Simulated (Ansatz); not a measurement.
Saddle point of Si5H13Cl, singlet (Si₄H₁₀ ([SiH3][SiH]([SiH3])[SiH3]) + SiH₃Cl ([SiH3][Cl]) → Si₅H₁₂ ([SiH3][Si]([SiH3])([SiH3])[SiH3]) + HCl; bonds formed: Si1–Si4, Cl2–H3; bonds broken: Si1–Cl2, H3–Si4), PBE0-D4/def2-TZVP structure:

```csv
atom,x (Å),y (Å),z (Å)
Si1,-0.5301,1.6017,1.4520
Cl2,-2.5078,0.0063,2.0473
H3,-1.0504,0.0681,0.9711
Si4,0.1074,-0.2636,-0.2365
Si5,-0.2354,1.0073,-2.1681
Si6,2.3306,-0.3910,0.4811
Si7,-0.9900,-2.3376,-0.3236
H8,0.7270,2.1376,0.8108
H9,-1.5914,2.5255,1.0158
H10,-0.1717,1.4375,2.8712
H11,0.2864,2.3832,-1.9754
H12,-1.6848,1.0464,-2.4848
H13,0.4986,0.3484,-3.2802
H14,3.0973,0.7591,-0.0607
H15,2.3643,-0.3655,1.9666
H16,2.9240,-1.6632,-0.0090
H17,-2.4059,-2.1378,-0.7119
H18,-0.8734,-3.0099,0.9934
H19,-0.2947,-3.1523,-1.3591
```

Energies are electronic, without zero-point energy. Barriers and step energies count from the start structure reached by relaxing down the imaginary mode; all methods use the PBE0-D4 structures, on which another method's saddle can fall below an end. Computed with Ansatz 0.2.0 (basis: def2-TZVPP, with def2-QZVPP for the basis limit); correlated methods freeze the cores. B3LYP uses VWN-RPA correlation. Extrapolation: Hartree–Fock as exp(−7.88 √X), correlation as X^−2.97.

| method | barrier (kcal/mol) | step energy (kcal/mol) |
| --- | --- | --- |
| SPW92 | 38.32 | 14.09 |
| PBE-D4 | 43.74 | 13.96 |
| BLYP-D4 | 48.71 | 16.79 |
| r2SCAN-D4 | 48.99 | 17.06 |
| B97M-V | 54.01 | 17.13 |
| PBE0-D4 | 49.26 | 15.42 |
| B3LYP-D4 | 53.03 | 17.82 |
| r2SCAN0-D4 | 52.57 | 17.74 |
| BHLYP-D4 | 59.08 | 19.56 |
| CAM-B3LYP-D4 | 57.32 | 19.15 |
| wB97X-V | ? | 18.65 |
| wB97M-V | ? | 19.36 |
| B2PLYP | 56.77 | 18.72 |
| PBE-QIDH | ? | 17.28 |
| RPA on PBE | 57.44 | 17.31 |
| HF | 75.27 | 23.79 |
| MP2 | 55.65 | 18.04 |
| CCSD | 60.53 | 18.12 |
| CCSD(T) | 56.93 | 17.12 |

**Question.** Fill in the withheld barriers. (To be estimated.)

**Answer.** Computed: wB97M-V 55.69; PBE-QIDH 54.37; wB97X-V 57.51 kcal/mol. Each is the energy of the saddle less that of the start structure, by the same method.

For comparison, the barrier by CCSD(T) at an estimated basis limit (MP2 extrapolated from triple and quadruple zeta, plus CCSD(T) − MP2 in triple zeta) is 55.10 kcal/mol.

T1 diagnostic: at most 0.015.

Labels in which every atom is bracketed show which atoms are joined, not bond orders.

For scale, one of the runs: CCSD(T)/def2-TZVPP, 434 basis functions, launched by `ansatz run in.yaml --threads 4 --pin off --events-out ev --progress --plain --max-ram 66560MiB --backend cuda --devices 0, --max-vram 37GiB`. The run took 20 s on 4 CPU threads of an AMD EPYC 7R13 and a share of one NVIDIA H100 (shared host), with 1.1 GiB of host memory at its peak.
